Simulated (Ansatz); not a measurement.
One change: `[CH3][GeH2][C](=N)Cl` becomes `N=C([SiH3])Cl`.

Ansatz, PBE0-D4/def2-TZVP geometries, multiplicity 1. Each molecule was computed in one conformer, which needn't be the lowest.

Scalar relativity is left out up to krypton.

```tsv
property	`[CH3][GeH2][C](=N)Cl`
LUMO energy (PBE0/def2-TZVPP) / eV	-0.88
size of the dipole moment (ωB97M-V/def2-TZVPP) / D	3.18
zero-point energy (PBE0-D4/def2-TZVP) / kJ/mol	195.3
size of the dipole moment (B3LYP/def2-TZVPP) / D	3.11
HOMO–LUMO gap (PBE/def2-TZVPP) / eV	4.45
ideal-gas entropy at 298 K and 1 bar (rigid rotor, harmonic PBE0-D4/def2-TZVP) / J/(mol·K)	369
```

Problem. What does the change do to each property? (An estimate is asked.)

Solution. Computed: 
```csv
property,`N=C([SiH3])Cl`,shift
LUMO energy (PBE0/def2-TZVPP) / eV,-1.20,-0.32
size of the dipole moment (ωB97M-V/def2-TZVPP) / D,0.34,-2.84
zero-point energy (PBE0-D4/def2-TZVP) / kJ/mol,122.5,-72.8
size of the dipole moment (B3LYP/def2-TZVPP) / D,0.35,-2.76
HOMO–LUMO gap (PBE/def2-TZVPP) / eV,4.63,0.18
"ideal-gas entropy at 298 K and 1 bar (rigid rotor, harmonic PBE0-D4/def2-TZVP) / J/(mol·K)",318,-51
```

With PBE0 the HOMO falls by 0.55 eV and the LUMO falls by 0.32 eV, so the gap widens by about 0.23 eV. PBE moves the HOMO by -0.50 eV and ωB97M-V by -0.55 eV. The zero-point energy changes by -72.8 kJ/mol with -9 modes. Dipoles are sizes alone; their direction can turn. Modes under 60 cm⁻¹, often nearly free rotors, make the harmonic entropy too high.

Positive LUMOs are unbound, so they and the gaps depend on the basis.

B3LYP here is the variant with VWN-RPA as its local correlation; programs differ in this.
